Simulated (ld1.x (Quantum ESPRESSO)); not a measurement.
u(r) = r·R(r): atom against pseudo-atom (boron)

Columns: radius, all-electron u(r) and pseudo u(r) of the 2s shell (level -9.44 eV) of boron in the configuration [He] 2s2 2p1; PBE, scalar-relativistic, TM scheme, ld1.x (Quantum ESPRESSO) 7.5.

```csv
r (bohr),all-electron,pseudo
0.127,0.2941,-0.0710
0.254,0.2643,-0.1366
0.381,0.1136,-0.1942
0.508,-0.0679,-0.2490
0.635,-0.2409,-0.3149
0.762,-0.3892,-0.4043
0.889,-0.5090,-0.5095
1.016,-0.6009,-0.6009
1.143,-0.6662,-0.6662
1.270,-0.7082,-0.7082
1.397,-0.7305,-0.7305
1.524,-0.7366,-0.7366
1.651,-0.7300,-0.7300
1.778,-0.7136,-0.7136
1.905,-0.6899,-0.6899
2.032,-0.6610,-0.6610
2.159,-0.6286,-0.6286
2.286,-0.5940,-0.5940
2.413,-0.5584,-0.5584
2.540,-0.5225,-0.5225
2.667,-0.4871,-0.4871
2.794,-0.4526,-0.4526
2.921,-0.4193,-0.4193
3.048,-0.3876,-0.3876
3.175,-0.3574,-0.3574
3.302,-0.3290,-0.3290
```

Question: How many radial nodes do the two functions have?

Answer: The all-electron 2s function has n − l − 1 = 1; the pseudo-wave has 0, since the states of the same l below it are removed with the core.

Question: At about which radius was the pseudo-wave matched?

Answer: 1.00 bohr, where the columns begin to agree (steps of 0.13 bohr).

Question: Where does each function peak?

Answer: Outermost all-electron maximum near 1.52 bohr, pseudo maximum near 1.52 bohr (to the table’s step).

Question: Is the pseudo-wave norm-conserving?

Answer: Yes: the TM scheme keeps the norm inside the radius equal to the all-electron one, which fixes the energy derivative of the logarithmic derivative at the level.
